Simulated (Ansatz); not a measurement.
`CB(N)[SiH2]O`, relaxed with RKS PBE-D4/def2-SVP in Ansatz 0.2.0 from a rough embedded geometry. The force threshold is 0.03 eV/Å; the program also tests the step.

Total charge 0; spin multiplicity 1.

Start:

```xyz
13

C    -1.036   -1.258    0.175
B    -0.267    0.014    0.506
N    -0.392    0.586    1.905
Si    0.900    0.925   -0.860
O     0.789   -0.018   -2.296
H    -1.740   -1.134   -0.705
H    -0.307   -2.086   -0.153
H    -1.588   -1.648    1.016
H     0.569    0.702    2.248
H    -0.748    1.608    1.769
H     0.322    2.246   -1.091
H     2.237    0.964   -0.385
H     1.262   -0.901   -2.129
```

```
         step  energy (eV)  largest force (eV/Å)  largest move (Å)
            1  -13241.6202                 2.288             0.000
            2  -13241.9962                 0.944             0.192
            3  -13242.1435                 1.246             0.197
            4  -13242.3604                 1.146             0.196
            5  -13242.5744                 1.648             0.195
            6  -13242.8008                 1.712             0.195
            7  -13243.0022                 1.398             0.195
            8  -13243.1041                 1.235             0.200
            9  -13243.2344                 1.123             0.200
           10  -13243.2873                 0.406             0.200
           11  -13243.2907                 0.297             0.200
           12  -13243.3179                 0.240             0.124
           13  -13243.3260                 0.057             0.043
           14  -13243.3275                 0.044             0.034
           15  -13243.3291                 0.092             0.092
           16  -13243.3303                 0.067             0.023
           17  -13243.3328                 0.245             0.179
           18  -13243.3363                 0.111             0.022
           19  -13243.3401                 0.044             0.085
20 (rejected)  -13243.3399                 0.349             0.191
21 (rejected)  -13243.3329                 0.296             0.095
           22  -13243.3418                 0.013             0.046
           23  -13243.3444                 0.084             0.098
           24  -13243.3449                 0.196             0.114
           25  -13243.3469                 0.102             0.011
           26  -13243.3478                 0.045             0.029
           27  -13243.3484                 0.027             0.040
           28  -13243.3487                 0.023             0.050
```

End:

```xyz
13

C    -1.319   -1.034    0.126
B    -0.237    0.066    0.478
N    -0.050    0.506    1.796
Si    0.910    0.879   -0.995
O     1.430   -0.295   -2.112
H    -2.139   -0.569   -0.467
H    -0.895   -1.816   -0.540
H    -1.779   -1.531    1.007
H     0.636    1.212    2.068
H    -0.598    0.154    2.587
H     0.148    1.867   -1.842
H     2.090    1.648   -0.416
H     1.803   -1.088   -1.689
```

Run time 42 s (4 threads of an Arm Neoverse V1 on a shared host); peak host memory 0.19 GiB.
